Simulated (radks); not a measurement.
Excited configurations of the platinum ion Pt3+: one electron is placed in a higher orbital outside [Xe] 4f14 5d6. The ground configuration is [Xe] 4f14 5d7. All-electron calculation, Dirac Kohn-Sham, PBE, spin-unpolarised, spherical densities, finite nucleus; open shells are shared between the two j in proportion to 2j + 1; Fermi nuclear charge, rms radius 5.427 fm. Program: a radial shooting solver on a logarithmic mesh with Libxc functionals. Excitation = E - E(ground); binding = E(ion) - E, where the ion is the core of charge +4; n* = 4/sqrt(2 binding) in atomic units, and the quantum defect is n - n*. Eigenvalue and <r> are those of j = l + 1/2.

| outer orbital | excitation (eV) | binding (eV) | n* | quantum defect | eigenvalue (eV) | <r> (bohr) |
|---|---|---|---|---|---|---|
| 5f | 30.446 | 15.188 | 3.786 | 1.214 | -12.287 | 3.703 |
| 6p | 16.593 | 29.041 | 2.738 | 3.262 | -24.414 | 2.830 |
| 7s | 27.027 | 18.606 | 3.420 | 3.580 | -16.562 | 4.533 |
| 7p | 30.276 | 15.357 | 3.765 | 3.235 | -13.397 | 5.339 |
| 7d | 34.511 | 11.122 | 4.424 | 2.576 | -9.754 | 6.875 |
| 7f | 38.677 | 6.957 | 5.594 | 1.406 | -6.131 | 10.46 |

The Delta-SCF ionisation energy is 45.633 eV (NIST Atomic Spectra Database: 43 eV, theoretical). Self-interaction in the functional shifts the binding energies and quantum defects, so they are the method's values and not measured ones. Spin polarisation and multiplet splitting are left out, so open shells lie too high by an amount that depends on their filling. Sharing an open shell by 2j + 1 raises it above the true ground level by a part of the spin-orbit splitting, which enters the differences from NIST.

Beside tabulated values, note that spin-unpolarised runs miss the spin-polarisation part of the exchange energy of open shells.
